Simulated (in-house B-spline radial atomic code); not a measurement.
**PBEsol excitations of the magnesium ion Mg⁸⁺**

Method: PBEsol. Computed with an all-electron radial atomic-structure program (B-spline basis): linear response of the closed shell [He] 2s2 with the functional's adiabatic kernel; scalar-relativistic (spin-free one-electron X2C), finite nucleus, no spin-orbit coupling, no double excitations, S, P, D and F terms only.

Command:
```bash
python run_td.py task.json out
```
Settings (radii: box in bohr, nucleus in fm):
```
Z                        12
electrons                4
configuration            [He] 2s2
hamiltonian              x2c
method                   pbesol
box_radius               11.59
rms_radius               3.057
intervals                71
```

Time taken, with all properties: 0.2 s on 1 thread of Arm Neoverse N1, with other jobs on the host.

The lowest states, in the order of their Tamm-Dancoff energies; the method's threshold (minus the highest occupied level) is 308.97 eV. Labels give the largest channel, * marks a mixed state, and oscillator strengths are full-response dipole values. Semilocal kernels can invert the small singlet-triplet splittings of Rydberg terms. Energies in eV:

```
     state  full response  Tamm-Dancoff  oscillator strength
2s → 2p 3P         14.409        16.125                    -
2s → 2p 1P          31.41         32.88                0.305
2s → 3s 3S              ?             ?                    -
2s → 3s 1S         189.56        189.59                    -
2s → 3p 3P         192.83        192.86                    -
2s → 3p 1P         193.88        193.88                0.555
2s → 3d 3D         196.62        196.67                    -
2s → 3d 1D         199.46        199.46                    -
2s → 4s 3S         244.96        244.96                    -
2s → 4s 1S         245.95        245.96                    -
2s → 4p 3P         247.66        247.66                    -
2s → 4p 1P         247.97        247.97                0.144
2s → 4d 3D         249.44        249.46                    -
2s → 4d 1D         250.34        250.34                    -
2s → 4f 3F         251.65        251.66                    -
2s → 4f 1F              ?             ?                    -
```

**Question.** Where does 2s → 3s 3S lie?

**Answer.** At 186.15 eV in full response, 186.17 eV in Tamm-Dancoff.

**Question.** Where does 2s → 4f 1F lie?

**Answer.** At 251.76 eV in full response, 251.76 eV in Tamm-Dancoff.

**Question.** How large is the singlet-triplet splitting of 2s → 2p (P terms) in Tamm-Dancoff?

**Answer.** 16.8 eV, from the unrounded values.

**Question.** What polarisabilities and dispersion coefficient does the method give?

**Answer.** Dipole 0.2463 bohr³, quadrupole 0.02623 bohr⁵, C6 0.05937 hartree·bohr⁶ for two such species.
